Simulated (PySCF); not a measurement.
Ranking problems on computed properties.

Species are written as SMILES; each is one conformer at its optimised geometry, gas phase, non-relativistic unless stated. Electronic properties by PySCF.

The conformers computed, where there is a choice (atom-mapped SMILES and torsion angles):
- `[PH2:1][SiH2:2][Si@H:3]1[CH2:4][CH2:5][S:6]1`: P1–Si2–Si3–C4 112°, H–P1–Si2–Si3 78°, H–P1–Si2–Si3 171°
- `[CH3:1][SiH2:2][c:3]1[cH:4][n:5][o:6][cH:7]1`: C1–Si2–C3–C4 48°
- `[SiH3:1]/[CH:2]=[CH:3]\[S:4][SiH2:5][PH2:6]`: C2–C3–S4–Si5 -171°, C3–S4–Si5–P6 -21°, H–P6–Si5–S4 -160°, H–P6–Si5–S4 -67°
- `[CH3:1][C@@:2]([F:3])([SiH3:4])[C:5](=[S:6])[CH2:7][F:8]`: C1–C2–C5–S6 -37°, C2–C5–C7–F8 49°
- `[CH:1]#[C:2]/[CH:3]=[N:4]/[SiH2:5][O:6][CH3:7]`: C3–N4–Si5–O6 -127°, N4–Si5–O6–C7 -51°

The conformers of `F[C@@H]1CS[C@@](F)([SiH3])C1` and `C[Si@@]1(F)C[C@@H](F)CS1` aren't listed.

**Question.** Rank by HOMO–LUMO gap, highest first (CAM-B3LYP/def2-SVPD at GFN2-xTB geometries).
A. `[SiH3]/C=C\S[SiH2]P`
B. `C#C[C@@H]1C[C@H](F)S1`
C. `C[SiH2]C1=CON=C1`
D. `P[SiH2][Si@H]1CCS1`

**Answer.** C (9.59 eV), B (8.69 eV), A (8.29 eV), D (7.84 eV).

**Question.** Give the two extremes of that set in kcal/mol.

**Answer.** `P[SiH2][Si@H]1CCS1`: 181 kcal/mol; `C[SiH2]c1cnoc1`: 221 kcal/mol.

**Question.** Rank by dipole moment, highest first (CAM-B3LYP/def2-SVPD at GFN2-xTB geometries).
A. `C[SiH2]c1cnoc1`
B. `C#C[C@@H]1C[C@H](F)S1`
C. `C=C1CCC1`
D. `[SiH3]/C=C\S[SiH2]P`
E. `P[SiH2][Si@H]1CCS1`
F. `C[C@@](F)([SiH3])C(=S)CF`
G. `C(/C#N)=N\[H]`
H. `ClC1=COC=CC1`

**Answer.** G (4.25 D), A (3.10 D), B (2.44 D), D (2.00 D), H (1.60 D), E (1.44 D), F (1.06 D), C (0.55 D).

**Question.** Give the two extremes of that set in atomic units.

**Answer.** `C=C1CCC1`: 0.22 au; `[H]/N=C/C#N`: 1.67 au.

**Question.** Rank by static isotropic polarisability, highest first (CAM-B3LYP/def2-SVPD at GFN2-xTB geometries).
A. `[H]/N=C/C#N`
B. `F[C@H]1C[C@@](F)(SC1)[SiH3]`
C. `C#C/C=N/[SiH2]OC`
D. `C1C(=C)CC1`

**Answer.** B (92.1 au), C (86.3 au), D (58.1 au), A (35.7 au).

**Question.** Rank by lowest triplet excitation (Tamm–Dancoff), highest first (TDA CAM-B3LYP/def2-SVPD at GFN2-xTB geometries).
A. `n1cc(co1)[SiH2]C`
B. `C[C@@](F)([SiH3])C(=S)CF`
C. `N(/[SiH2]OC)=C\C#C`
D. `[C@@H]1(F)C[Si@@](F)(SC1)C`

**Answer.** D (5.29 eV), A (4.30 eV), C (3.16 eV), B (1.99 eV).

**Question.** Rank by HOMO energy, highest first (CAM-B3LYP/def2-SVPD at GFN2-xTB geometries).
A. `C=C1CCC1`
B. `C[C@@](F)([SiH3])C(=S)CF`
C. `c1c(con1)[SiH2]C`
D. `F[Si@@]1(C)SC[C@@H](C1)F`
E. `C1C(=COC=C1)Cl`
F. `C#C/C=N/[SiH2]OC`
G. `C#C[C@@H]1C[C@H](F)S1`
H. `P[SiH2][Si@H]1CCS1`

**Answer.** E (-7.69 eV), H (-7.84 eV), B (-8.20 eV), A (-8.36 eV), G (-8.49 eV), D (-8.59 eV), F (-8.83 eV), C (-9.10 eV).

**Question.** Rank by electronic spatial extent ⟨r²⟩ about the centre of nuclear charge, lowest first (CAM-B3LYP/def2-SVPD at GFN2-xTB geometries).
A. `[SiH3][C@](C)(C(CF)=S)F`
B. `C#CC1=CC[C@@H](F)S1`
C. `[SiH3]/C=C\S[SiH2]P`
D. `ClC1=COC=CC1`
E. `C(/C#N)=N\[H]`
F. `C[SiH2]c1cnoc1`

**Answer.** E (261 bohr²), D (903 bohr²), F (1043 bohr²), B (1130 bohr²), A (1335 bohr²), C (1997 bohr²).

**Question.** Give the two extremes of that set in Å².

**Answer.** `[H]/N=C/C#N`: 73 Å²; `[SiH3]/C=C\S[SiH2]P`: 559 Å².
